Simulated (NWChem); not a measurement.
Species: AgNH$_{3}$I; SMILES [NH3]->[Ag][I]

All runs: NWChem. The geometry was optimised at PBE0/def2-SVP. def2 effective core potentials on Ag, I; no spin-orbit coupling. Level M06-L/def2-SVP: energy and gradient on several grids; changes count from the extra-fine grid, which is no exact limit either.

| grid | size of the energy change (μHa) | largest change of a gradient component (μHa/bohr) |
|---|---|---|
| xcoarse | 700 | 10000 |
| coarse | 600 | 2000 |
| medium | 20 | 500 |
| fine | 20 | 100 |
| xfine | < 10 | < 30 |
